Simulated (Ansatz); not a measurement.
`C#C[SiH](C)Cl` → `C#CC` + `[SiH]Cl` at 600 K and 1 bar (silylene formation by 1,1-elimination).

Calculated with Ansatz (gas phase, PBE0-D4/def2-TZVP geometries, no zero-point term in ΔE). CCSD(T)/CBS adds triple-zeta CCSD(T) − MP2 to the extrapolated MP2 energy (def2 sets, frozen cores). This one scheme is used for every species.

```tsv
species	CCSD(T)/CBS energy (Eh)	H − E (kJ/mol)	S (J/(mol·K))
`C#C[SiH](C)Cl`	-866.03655	236.8	440.4
`C#CC`	-116.49627	182.1	298.5
`[SiH]Cl`	-749.43948	44.3	282.6
```

H − E and S are ideal-gas, rigid-rotor, harmonic terms from PBE0-D4/def2-TZVP, for one conformer and one mirror image of each species. 1 Eh = 2625.50 kJ/mol, R = 8.31446 J/(mol·K).

Q: By hand: ΔE, ΔH, ΔS and ΔG.

A: ΔE = (-116.49627) + (-749.43948) − (-866.03655) = 0.10080 Eh = 264.7 kJ/mol. Δ(H − E) = 182.1 + 44.3 − 236.8 = -10.4, so ΔH = 254.3 kJ/mol. ΔS = 298.5 + 282.6 − 440.4 = 140.7 J/(mol·K). ΔG = 254.3 − 600 × (140.7)/1000 = 169.9 kJ/mol.

Q: By hand: the equilibrium constant, and the temperature at which ΔG would vanish if ΔH and ΔS stayed fixed.

A: log₁₀ K = −ΔG/(RT ln 10) = -14.8. ΔG = 0 at ΔH/ΔS = 1807 K.

The number of gas molecules changes by +1, which sets the sign of ΔS. A doubt of 5 kJ/mol in ΔE shifts log₁₀ K by 0.4 here. Other conformers and mirror images would add mixing entropy, several J/(mol·K) or more a flexible species. These are equilibria of isolated gas molecules and say nothing of rates. Largest T1 diagnostic: 0.013 (customary marks: 0.02 for closed shells, 0.045 for open ones).
